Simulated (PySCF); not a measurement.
Predicted microwave data (PBE0-D3(BJ)/def2-SVP geometry optimisation, gas phase (PySCF)) for one isomer of C7H8ClF3:

```
Rotational constants : A = 2186, B = 405.0, C = 403.5 MHz
Dipole components    : |μa| = 0.25 D, |μb| = 0.55 D, |μc| = 1.95 D
Inertial defect      : -226.47 u·Å²
κ                    : -1.00
```

Question: Which candidate fits, each taken in the one conformer that was computed?
A. `[F:1][C:2]([F:3])=[C:4]([F:5])[C@@H:6]1[CH2:7][CH2:8][C@H:9]([Cl:10])[CH2:11]1` with C2–C4–C6–C7 -126°, C4–C6–C7–C8 -118°, C6–C7–C8–C9 -29°, C7–C8–C9–Cl10 165°, C8–C9–C11–C6 -40°
B. `[F:1][C:2]([F:3])([F:4])[C:5]1=[C:6]([Cl:7])[CH2:8][CH2:9][CH2:10][CH2:11]1` with C5–C6–C8–C9 -12°, C6–C8–C9–C10 44°, C8–C9–C10–C11 -62°, C9–C10–C11–C5 46°

Answer: A. It is FC(F)=C(F)[C@@H]1CC[C@H](Cl)C1, point group C1. The candidates at the same level (rigid rotor, commonest isotopes):

```tsv
SMILES	A (MHz)	B (MHz)	C (MHz)	μa (D)	μb (D)	μc (D)	Δ (u·Å²)	point group	rotor
FC(F)(F)C1=C(Cl)CCCC1	1233	869.5	573.8	3.37	0.99	0.03	-110.39	C1	asymmetric top
FC(F)=C(F)[C@@H]1CC[C@H](Cl)C1	2186	405.0	403.5	0.25	0.55	1.95	-226.47	C1	–
```

`FC(F)(F)C1=C(Cl)CCCC1` has B 115 % too high. No structure here is proved a minimum.
